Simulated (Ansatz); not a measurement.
Reaction (silylene formation by 1,1-elimination): `[SiH3]/C=[CH]\[GaH2]` → `C=[CH][GaH2]` + `[SiH2]`

Calculated with Ansatz (gas phase, PBE0-D4/def2-TZVP geometries, no zero-point term in ΔE). CCSD(T)/CBS is the MP2 limit (def2-TZVPP, def2-QZVPP) plus CCSD(T) − MP2 in def2-TZVPP, frozen cores. This one scheme is used for every species. DFT in def2-TZVPP. HSE06 is defined as in plane-wave codes. For Ga outer-core shells are correlated without core-valence functions, which leaves a few kJ/mol of doubt a bond. Scalar relativity is left out up to krypton.

```csv
level,ΔE (kJ/mol),difference from CCSD(T)/CBS
BLYP-D4,217.5,-16.1
r2SCAN-D4,255.8,22.2
r2SCANh-D4,255.7,22.1
HSE06-D4,246.8,13.2
CAM-B3LYP-D4,232.4,-1.2
ωB97X-V,240.8,7.2
PBE-QIDH,250.4,16.8
PBE,229.8,-3.8
r2SCAN,253.1,19.5
BHLYP,218.5,-15.1
CCSD/def2-SVP,204.6,-29.0
CCSD(T)/def2-SVP,210.4,-23.2
HF/def2-TZVPP,196.5,-37.1
MP2/def2-TZVPP,246.9,13.3
CCSD/def2-TZVPP,219.8,-13.8
MP2/def2-QZVPP,250.9,17.3
CCSD(T)/CBS,233.6,0
```

Largest T1 diagnostic among the species: 0.014.

The D4 term adds +17.8 kJ/mol with B3LYP and +9.5 kJ/mol with PBE0; it sums over pairs of atoms, weighted by their polarisabilities, and B3LYP, whose exchange is more repulsive, gets the larger term. In def2-TZVPP, CCSD(T) changes the Hartree–Fock value by +30.6 kJ/mol (the triples alone add +7.3 kJ/mol) and MP2 by +50.4 kJ/mol.

B3LYP here is the variant with VWN-RPA as its local correlation; programs differ in this.
